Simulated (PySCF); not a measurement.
# One molecule, several mistakes: CH6NSi anion

These are calculations, not measurements. The program is PySCF 2.14.0, an open-source quantum chemistry code, run on an isolated molecule that a program drew, which may never have been made. The molecule is CH6NSi anion (charge -1, singlet), drawn as the SMILES string `CN[SiH2-]`.

Each row is a Hartree-Fock (HF) and frozen-core CCSD(T) single point in the aug-cc-pV(D+d)Z basis, meant for a local HF minimum. Run 1 is clean. Each other run has one planted mistake out of seven kinds, and not every kind appears here: one electron removed, one electron added, multiplicity raised by two, geometry at a saddle point, minimal basis STO-3G, one bond length entered in bohr, all coordinates scaled. The reference is restricted for singlets and unrestricted otherwise, and also for a bond in bohr. Adding or removing an electron swaps singlet and doublet. Electrons count all cores. HOMO and LUMO are orbital energies over both spins, the gradient is its largest component, and the lowest frequency (negative if imaginary) is given only where the gradient is small. Bond lengths are over the 8 bonds as drawn. T1 is the CCSD diagnostic: over 0.02 (restricted) or 0.045 (unrestricted) a single reference is doubtful.

Geometry of the clean run:
```xyz
9
CH6NSi anion, angstrom
C     0.8091    0.0879    2.2183
N    -0.1627   -0.9578    2.0067
Si   -1.8225   -0.5000    1.3649
H     0.3610    0.8852    2.8155
H     1.6855   -0.2800    2.7696
H     1.1863    0.5585    1.2938
H     0.2603   -1.7165    1.5056
H    -1.5596   -0.4650   -0.1712
H    -2.4216   -1.9162    1.3639
```

```
run  electrons  basis functions  <S^2>  HOMO (eV)  LUMO (eV)  gradient (hartree/bohr)  lowest frequency (cm^-1)  mean bond (Å)  longest bond (Å)      T1  HF (hartree)  CCSD(T) (hartree)                          mistake
  1         34              132  0.000      -1.78       3.65                  2.0e-05                       147         1.3344             1.838  0.0133    -384.72381         -385.24615                         no fault
  2         34              132  0.643      -2.03       3.64                  3.3e-02                         -         1.4571             2.086  0.0618    -384.61659         -385.14727  one bond length entered in bohr
  3         34               25  0.000       2.93      21.14                  4.2e-02                         -         1.3344             1.838  0.0073    -380.02550         -380.19907             minimal basis STO-3G
  4         34              132  2.004       0.92       3.21                  6.0e-02                         -         1.3344             1.838  0.0546    -384.66692         -385.16228       multiplicity raised by two
  5         34              132  0.000      -1.53       3.64                  4.2e-02                         -         1.2717             1.751  0.0128    -384.70575         -385.22016                                ?
  6         33              132  0.754      -9.76       0.14                  6.5e-02                         -         1.3344             1.838  0.0153    -384.70108         -385.18637                                ?
```

**Which mistake was planted in run 5, and what did it cost?**

The mean and the longest bond both change by the same factor, 0.953, and the gradient is no longer small. So the mistake is: all coordinates scaled. Subtracting run 1 and multiplying by 627.51 kcal/mol a hartree, the energy moved by 11.3 kcal/mol in HF and 16.3 kcal/mol in CCSD(T).

**Which mistake was planted in run 6, and what did it cost?**

It counts 33 electrons, one fewer than the clean run, at the same geometry and basis. So the mistake is: one electron removed. Subtracting run 1 and multiplying by 627.51 kcal/mol a hartree, the energy moved by 14.3 kcal/mol in HF and 37.5 kcal/mol in CCSD(T).

Cautions from the logs. Run 2: T1 is over the limit, so its CCSD(T) energy is less reliable; run 3: the HOMO is above zero, so the electron isn't bound and the energy depends on the basis; run 4: T1 is over the limit, so its CCSD(T) energy is less reliable and the HOMO is above zero, so the electron isn't bound and the energy depends on the basis.
